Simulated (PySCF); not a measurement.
Compound: C₄H₈OSi₂.
Numbering: `[SiH3:1][O:2][C:3]1=[CH:4][CH:5]=[CH:6][SiH2:7]1`

Geometry (GFN2-xTB, Å), atoms numbered from 1 in this order:
```xyz
15
C4H8OSi2 angstrom
Si     2.6101    0.9430   -0.1070
O      1.5519   -0.0754    0.5764
C      0.2331   -0.2769    0.4138
C     -0.4453   -1.2045    1.1141
C     -1.8607   -1.2911    0.8172
C     -2.3462   -0.4521   -0.1108
Si    -0.9564    0.6268   -0.7644
H      2.2274    2.3356    0.1405
H      3.8139    0.5363    0.6005
H      2.6807    0.7284   -1.5546
H      0.0068   -1.8512    1.8509
H     -2.4641   -2.0164    1.3455
H     -3.3853   -0.4481   -0.3939
H     -1.0674    2.0491   -0.4377
H     -0.6030    0.4045   -2.1671
```

NICS is the negative of the GIAO shielding at a point without a nucleus: at the ring centre (0) and 1 Å above and below it (1); zz is the component along the ring normal. Level: GIAO PBE0/pcSseg-1 (PySCF, non-relativistic, gas phase) on the GFN2-xTB geometry, one conformer.

Ring bond lengths (Å), with Mayer bond orders in brackets: C3–C4 1.346 (1.73), C4–C5 1.449 (1.10), C5–C6 1.342 (1.81), C6–Si7 1.877 (0.93), Si7–C3 1.903 (0.85).

Task: What do the NICS probes read (ppm)?

Result: 
| ring | type | NICS(0) | NICS(1), two faces | NICS(1)zz, two faces | rms pucker (Å) | centre to ring atoms, mean (Å) |
| --- | --- | --- | --- | --- | --- | --- |
| C3–C4–C5–C6–Si7 | 5-membered ring with Si; formal bonds 2 double, 3 single | 0.7 | -1.0 / -1.0 | 3.9 / 3.9 | 0.00 | 1.34 |

Task: What do they say, and how far can they be read as aromaticity?

Result: 
- C3–C4–C5–C6–Si7: mean NICS(1)zz 3.9 ppm, deshielded. Si7 has four or more neighbours, and the NICS criterion for π rings isn't applied.

Task: What are the shieldings of the ring atoms and their hydrogens in the same run (means over atoms taken as equivalent)?

Result: 
```csv
atoms,environment,σ isotropic (ppm),"principal values of the symmetric part, first atom (ppm)"
C3,vinylic carbon bearing oxygen,12.9,"-78.5, 25.7, 91.6"
C4,alkene CH carbon,55.3,"-47.0, 78.4, 134.5"
C5,alkene CH carbon,28.4,"-91.9, 30.8, 146.4"
C6,alkene CH carbon,70.4,"-31.0, 76.6, 165.5"
Si7,SiH2 silicon,417.1,"377.0, 409.2, 465.1"
H11,vinylic hydrogen,25.33,"22.5, 24.3, 29.2"
H12,vinylic hydrogen,24.46,"22.4, 23.6, 27.3"
H13,vinylic hydrogen,26.34,"25.3, 26.1, 27.7"
H14 (×2),Si–H hydrogen,27.13,"23.8, 25.6, 32.1"
```
